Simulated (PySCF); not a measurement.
Structure problem from calculated spectra and properties.

Formula: C9H14F2.

| Item | Value |
| --- | --- |
| 1H NMR | chemical shifts (computed TMS as zero) by class: 4.45 (1 H), 4.12 (1 H), 2.16 (1 H), 2.15 (1 H), 1.88 (1 H), 1.85 (1 H), 1.82 (1 H), 1.75 (1 H), 1.67 (1 H), 1.65 (1 H), 1.63 (1 H), 1.38 (1 H), 1.36 (1 H), 1.32 (1 H) ppm [GIAO B97-2/pcSseg-1] |
| UV, strongest line | among the 10 lowest singlet transitions: S8 at 9.21 eV (135 nm, f = 0.044) [TDDFT wB97X-D/def2-SVPD] |
| 13C NMR | chemical shifts (computed TMS as zero) by class: 91.7 (1 C), 90.7 (1 C), 40.4 (1 C), 33.9 (1 C), 31.0 (1 C), 27.7 (1 C), 27.2 (1 C), 23.9 (1 C), 20.9 (1 C) ppm [GIAO B97-2/pcSseg-1] |
| Polarisability | 98.0 au [wB97X-D/def2-SVPD] |
| UV, first state | lowest singlet excitation: 8.49 eV (146 nm, f = 0.020) [TDDFT wB97X-D/def2-SVPD] |
| Dipole | 1.97 D [wB97X-D/def2-SVPD] |
| Couplings | largest of the computed one-bond spin–spin couplings (means over like bonds): 19F–13C -236.4, 19F–13C -235.0, 13C–1H +154.5, 13C–1H +149.9, 13C–1H +137.8, 13C–1H +137.4, 13C–1H +136.9, 13C–1H +136.3 Hz [B3LYP/pcJ-1, spin–dipole term left out for some pairs] |
| Triplet | lowest triplet excitation (Tamm–Dancoff): 8.35 eV [TDA wB97X-D/def2-SVPD] |
| Rotational structure | rotational constants A, B, C: 1.511, 1.027, 0.953 GHz [PBE0-D3(BJ)/def2-SVP] |

The electronic properties come from PySCF, for the isolated species, density fitting. Levels stand in brackets. NMR shifts are as computed; neighbouring signals can stand in another order in a measured spectrum. Isolated species at its PBE0-D3(BJ)/def2-SVP geometry, gas phase. NMR classes are plain means over equivalent atoms (diastereotopic ones count apart unless rotation or inversion swaps them), as if these changed places fast.

Q: Propose a structure and show how it fits.

A: Numbering: `[F:1][C@@H:2]1[C@@H:3]2[CH2:4][CH2:5][CH2:6][C@H:7]1[C@@H:8]([F:9])[CH2:10][CH2:11]2`. Its formula, C9H14F2, gives 2 degrees of unsaturation: 2 rings and 0 π bonds in the structure found. 9 carbons fall into 9 classes; from least to most shielded: sp3 C–F carbon [C8] (91.7 ppm), sp3 C–F carbon [C2] (90.7 ppm), sp3 carbon at a ring junction [C7] (40.4 ppm), sp3 carbon at a ring junction [C3] (33.9 ppm), ring CH2 carbon [C10] (31.0 ppm), ring CH2 carbon [C11] (27.7 ppm), ring CH2 carbon [C4] (27.2 ppm), ring CH2 carbon [C5] (23.9 ppm), ring CH2 carbon [C6] (20.9 ppm). Hydrogen classes from least to most shielded: 1 H on an sp3 C–F carbon, C8 (4.45 ppm), 1 H on an sp3 C–F carbon, C2 (4.12 ppm), 1 H on a ring CH2 carbon, C4 (2.16 ppm), 1 H on an sp3 carbon at a ring junction, C7 (2.15 ppm), 1 H on a ring CH2 carbon, C6 (1.88 ppm), 1 H on a ring CH2 carbon, C10 (1.85 ppm), 1 H on a ring CH2 carbon, C6 (1.82 ppm), 1 H on a ring CH2 carbon, C10 (1.75 ppm), 1 H on a ring CH2 carbon, C11 (1.67 ppm), 1 H on an sp3 carbon at a ring junction, C3 (1.65 ppm), 1 H on a ring CH2 carbon, C5 (1.63 ppm), 1 H on a ring CH2 carbon, C5 (1.38 ppm); 2 more classes are left out. The couplings run between: -236.4 Hz, alkyl fluorine [F1] and sp3 C–F carbon [C2]; -235.0 Hz, alkyl fluorine [F9] and sp3 C–F carbon [C8]; +154.5 Hz, sp3 C–F carbon [C2] and its hydrogen; +149.9 Hz, sp3 C–F carbon [C8] and its hydrogen; +137.8 Hz, ring CH2 carbon [C11] and its hydrogen; +137.4 Hz, ring CH2 carbon [C6] and its hydrogen; +136.9 Hz, sp3 carbon at a ring junction [C7] and its hydrogen; +136.3 Hz, sp3 carbon at a ring junction [C3] and its hydrogen. The optimised geometry has point group C1 and is an asymmetric top. Structure: `F[C@@H]1[C@@H]2CCC[C@H]1[C@@H](F)CC2`. The assignments are read from this structure; whether some other isomer fits the data as well wasn't checked. The mirror image fits equally.

One-bond C–F couplings are unscaled; at this level they come out some 30 % too large in size.
